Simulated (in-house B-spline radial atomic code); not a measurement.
Ge⁴⁺. Computed with a B-spline radial atomic code. Model: all-electron spherical atom, spin shells full or empty, radial basis limit, no spin-orbit coupling, Breit or QED, empty-state partial waves extrapolated as (l+1/2)^-4, RPA, G0W0 and static COHSEX of the highest shell as one setting changes (uncorrelated shells keep exact exchange).

Given: element Ge; charge 4; filled core Ar; hamiltonian one-electron scalar X2C; mean-field start PBE; highest l of empty states 9; nuclear rms radius 4.0742 fm; highest mean-field shell 3d.

Shell: 3d 5 5 (electrons up and down).

```csv
natural log step of frequency grid,RPA correlation energy (hartree),G0W0 level (eV),G0W0 minus most complete (meV),RPA minus most complete (millihartree),linearised minus solved G0W0 (meV)
0.25,-2.1493,-90.817,0,0,-88.9
0.4,-2.1493,-90.816,0.1,0,-88.9
0.6,-2.1493,-90.817,0,0,-88.9
0.9,-2.1493,-90.816,0.3,0,-88.8
1.3,?,?,?,?,?
1.8,-2.1473,-90.801,15.2,2,-87.1
2.5,?,?,?,?,?
3.5,-2.2101,-90.878,-61.1,-60.8,-108
```

Problem. What follows for natural log step of frequency grid = 1.3?

Solution. RPA correlation energy -2.1496 hartree; G0W0 level -90.818 eV; G0W0 minus most complete -1 meV; RPA minus most complete -0.3 millihartree; linearised minus solved G0W0 -89 meV.

Problem. What follows for natural log step of frequency grid = 2.5?

Solution. RPA correlation energy -2.187 hartree; G0W0 level -90.852 eV; G0W0 minus most complete -35.7 meV; RPA minus most complete -37.7 millihartree; linearised minus solved G0W0 -88.2 meV.
